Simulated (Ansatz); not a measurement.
Calculated with Ansatz (gas phase, PBE0-D4/def2-TZVP geometries, no zero-point term in ΔE). CCSD(T)/CBS is the MP2 limit (def2-TZVPP, def2-QZVPP) plus CCSD(T) − MP2 in def2-TZVPP, frozen cores. This one scheme is used for every species. Functionals use def2-TZVPP. B3LYP here is the variant with VWN-RPA as its local correlation; programs differ in this. For Ga outer-core shells are correlated without core-valence functions, which leaves a few kJ/mol of doubt a bond. Scalar relativity is left out up to krypton. One conformer a species, not always the lowest.

`[CH3][GaH][NH2]` + H₂ → `[NH2][GaH2]` + CH₄  (hydrogenolysis of a Ga–C bond)

`[CH3][GaH][NH2]`:

```xyz
9

C    -1.408    0.433    0.256
Ga    0.335   -0.433    0.508
N     1.598   -0.208   -0.781
H    -1.613    1.123    1.078
H    -2.207   -0.312    0.253
H    -1.450    0.990   -0.681
H     0.765   -1.316    1.728
H     2.519   -0.611   -0.743
H     1.463    0.332   -1.619
```

H₂:

Z-matrix (Å, degrees):
```
H
H 1 0.746
```

`[NH2][GaH2]`:

Z-matrix (Å, degrees):
```
N
Ga 1 1.813
H 1 1.006 2 124.1
H 1 1.006 2 124.0 3 -180.0
H 2 1.561 1 116.7 3 -180.0
H 2 1.561 1 116.7 3 0.0
```

CH₄:

Cartesian coordinates in Å:
```
C 0.000 0.000 0.000
H -0.316 -0.484 0.924
H 0.983 -0.372 -0.287
H 0.050 1.078 0.153
H -0.717 -0.222 -0.790
```

```
             level  ΔE (kcal/mol)
              BLYP          -10.4
             B3LYP          -10.7
           r2SCAN0           -9.3
SCS-MP2/def2-QZVPP           -7.8
```

(1) What does CCSD(T)/CBS give? (Estimate.)

(2) What do rigid-rotor, harmonic-oscillator terms from PBE0-D4/def2-TZVP frequencies (298.15 K, 1 bar) make of the CCSD(T)/CBS value? (Best estimate.)

Largest T1 diagnostic among the species: 0.014.

## Answers

(1) Computed: -7.2 kcal/mol. The listed levels differ from it by -3.2, -3.5, -2.1, -0.6 kcal/mol.

(2) Computed: ΔZPE = +3.5 kcal/mol, ΔH = -4.6 kcal/mol, ΔS = -1 J/(mol·K), ΔG = -4.5 kcal/mol.

From BLYP to BHLYP (50 % exact exchange), in def2-TZVPP and without D4, ΔE moves by −1.2 kcal/mol. At CCSD(T), def2-SVP lies −4.1 kcal/mol from the extrapolated value and def2-TZVPP −0.9 kcal/mol.
